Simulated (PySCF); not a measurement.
Identify the unknown among the candidates.

All candidates are C4H6SSi.

| technique | computed result |
| --- | --- |
| Dipole | 1.31 D [CAM-B3LYP/def2-SVPD] |
| NMR, other nuclei | isotropic shieldings of nuclei other than C and H, by class: 385 (1 Si), 759 (1 S) ppm [GIAO PBE0/pcSseg-1] |
| Rotational structure | rotational constants A, B, C: 5.768, 1.186, 1.005 GHz [GFN2-xTB] |
| Triplet | lowest triplet excitation (Tamm–Dancoff): 3.41 eV [TDA CAM-B3LYP/def2-SVPD] |
| 13C NMR | chemical shifts (computed TMS as zero) by class: 153.6 (1 C), 132.1 (1 C), 94.0 (1 C), 87.0 (1 C) ppm [GIAO PBE0/pcSseg-1] |
| Polarisability | 94.6 au [CAM-B3LYP/def2-SVPD] |

The electronic properties come from PySCF, for the isolated species, density fitting. Levels stand in brackets. The structure is a single GFN2-xTB conformer in the gas phase; no vibrational or solvent corrections. Each NMR value is the plain mean over a class of atoms that symmetry, rotation or inversion makes alike.

Task: Which candidate is it?
A. `C#CC(=C)[SiH2]S`
B. `S[SiH]1C=CC=C1`
C. `C#C[SiH2]SC=C`

Result: A. It is `C#CC(=C)[SiH2]S`. Numbering: `[CH:1]#[C:2][C:3](=[CH2:4])[SiH2:5][SH:6]`. Its formula, C4H6SSi, gives 3 degrees of unsaturation: 0 rings and 3 π bonds in the structure found. 4 carbons fall into 4 classes; from least to most shielded: terminal =CH2 carbon [C4] (153.6 ppm), fully substituted alkene carbon [C3] (132.1 ppm), terminal alkyne carbon [C1] (94.0 ppm), alkyne carbon [C2] (87.0 ppm). The other shieldings belong to: 385 ppm, SiH2 silicon [Si5]; 759 ppm, sulfur bonded to Si and H [S6]. The optimised geometry has point group C1 and is an asymmetric top.

The others, at the same levels:
- `S[SiH]1C=CC=C1` fails: it has 2 carbon classes against 4; its computed 13C shifts are 154.9 (2 C), 137.7 (2 C) ppm, lowest triplet excitation (Tamm–Dancoff) is 2.51 eV (against 3.41 eV) and static isotropic polarisability is 88.9 au (against 94.6 au).
- `C#C[SiH2]SC=C` fails: its computed 13C shifts are 137.9 (1 C), 120.1 (1 C), 107.3 (1 C), 84.5 (1 C) ppm, rotational constant A is 3.208 GHz (against 5.768 GHz) and smallest rotational constant is 1.288 GHz (against 1.005 GHz).

Each candidate is one conformer, not necessarily the lowest. The conformers computed, where there is a choice (atom-mapped SMILES and torsion angles):
- `[CH:1]#[C:2][C:3](=[CH2:4])[SiH2:5][SH:6]`: C2–C3–Si5–S6 171°, H–S6–Si5–C3 -58°
- `[SH:1][SiH:2]1[CH:3]=[CH:4][CH:5]=[CH:6]1`: H–S1–Si2–C3 51°
- `[CH:1]#[C:2][SiH2:3][S:4][CH:5]=[CH2:6]`: C2–Si3–S4–C5 -66°, Si3–S4–C5–C6 9°
